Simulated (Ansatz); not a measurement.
Relaxed structures of BSiH3O2, closed shell (PBE0-D4/def2-TZVP; forces vanish, vibrations not checked; lower isomers may exist, and structures with a doubtful reference or unclear bonds are left out; Å). Program: Ansatz 0.2.0. Basis: def2-TZVPP. Cores are frozen in the correlated methods.

(1) Rank them by CCSD(T) energy, lowest first, and give each one's height above the lowest. Links in brackets join atoms within 1.22 times the sum of their covalent radii (1.1 for two metals). (To be estimated.)
A.
BSiH₃O₂ ([OH][BH][O][SiH])
```
7
angstrom
B -0.5655 -0.4865 -0.0445
Si 1.4089 1.3445 1.1018
O 0.1800 0.5691 0.3435
O -0.0151 -1.3809 -0.9048
H 1.3028 2.6439 0.2857
H -1.6896 -0.6046 0.3589
H -0.6214 -2.0855 -1.1406
```
B.
BSiH₃O₂ ([BH2][Si]([O])[OH])
```
7
angstrom
B -0.9090 1.0681 -0.0211
Si 0.5250 -0.2728 0.3125
O 1.5211 -0.1668 1.4523
O 0.4433 -1.4489 -0.8024
H -0.6954 2.0241 -0.7004
H -1.9718 0.9586 0.5074
H 1.0869 -2.1624 -0.7484
```
C.
BSiH₃O₂ ([BH][Si]([O])[OH2])
```
7
angstrom
B -0.8728 0.9845 -0.2692
Si 0.7683 0.0763 0.2735
O 1.4208 -0.7567 1.3809
O 0.6972 -1.3760 -1.0796
H -0.9674 2.1020 -0.6836
H -0.2251 -1.6277 -1.2284
H 1.1042 -2.0504 -0.5052
```
D.
BSiH₃O₂ ([OH][BH][Si][OH])
```
7
angstrom
B -0.7002 0.8985 0.1243
Si 0.9555 -0.3195 0.3897
O -1.7016 0.8522 1.0361
O 0.5163 -1.4094 -0.7969
H -0.7856 1.6852 -0.7931
H -2.4293 1.4530 0.8495
H 1.1436 -2.1279 -0.9109
```
E.
BSiH₃O₂ ([BH][Si]([OH])[OH])
```
7
angstrom
B -0.6177 1.0671 -0.0507
Si 0.7722 -0.1726 0.0655
O 1.8199 -0.1050 1.3210
O 0.4728 -1.7103 -0.4297
H -1.0118 2.0571 -0.5679
H 1.6919 -0.7136 2.0529
H 1.0714 -2.0972 -1.0704
```

No T1 diagnostic of these runs exceeds 0.021. The restricted Hartree–Fock reference is unstable towards an unrestricted one at one or more of these structures.

Answers

(1) By the calculation: A (0.0 kJ/mol), B (145.9 kJ/mol), D (160.8 kJ/mol), E (298.3 kJ/mol), C (481.1 kJ/mol). Heights count from the lowest.

For scale, one of the runs: CCSD(T)/def2-TZVPP, 177 basis functions, launched by `ansatz run in.yaml --threads 2 --pin off --events-out ev --progress --plain --max-ram 4352MiB`. Time: 23 s of wall clock on 2 CPU threads of an Intel Xeon 6975P-C; the host was shared. Peak host memory: 1.8 GiB.
